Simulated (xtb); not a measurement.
B(F)(OH)(OSiH3) (BFH₄O₂Si), SMILES OB(F)O[SiH3]. All values are semi-empirical tight-binding results from xtb (GFN2-xTB unless named), good for trends rather than for accurate numbers. Geometry: GFN2-xTB. This is a generated structure with no PubChem entry under its InChIKey; it may be hypothetical. One conformer was computed; it need not be the lowest.

Optimised geometry:

Bond lengths (Å): B1–F2 1.348, B1–O3 1.343, B1–O5 1.315, O3–H4 0.958, O5–Si6 1.625, Si6–H7 1.463, Si6–H8 1.462, Si6–H9 1.461. Angles (°): F2–B1–O3 118.1, F2–B1–O5 117.9, O3–B1–O5 123.9, B1–O3–H4 115.4, B1–O5–Si6 147.1, O5–Si6–H7 111.6, O5–Si6–H8 103.6, O5–Si6–H9 103.1, H7–Si6–H8 111.8, H7–Si6–H9 112.0, H8–Si6–H9 114.1.

Question: Estimate the properties. (Estimate from the structure and the level; the computed values follow.)

Answer: 
- orbital gap = 6.46 eV
- dipole moment = 1.48 D
- zero-point energy = 30.6 kcal/mol
- G − E(el) at 298.15 K (modified RRHO) = 10.9 kcal/mol
- static polarisability (D4 model) = 55.8 bohr³
- solvation energy, GFN2-xTB/ALPB(water) = -5.2 kcal/mol
- solvation energy, GFN2-xTB/ALPB(toluene) = -3.2 kcal/mol

Computed atomic charges and the Wiberg bond orders between heavy atoms:
charges (e) B1 0.59, F2 -0.33, O3 -0.48, H4 0.33, O5 -0.42, Si6 0.52, H7 -0.07, H8 -0.07, H9 -0.07. Bond orders B1–F2 0.95, B1–O3 1.17, B1–O5 1.19, O5–Si6 1.00.
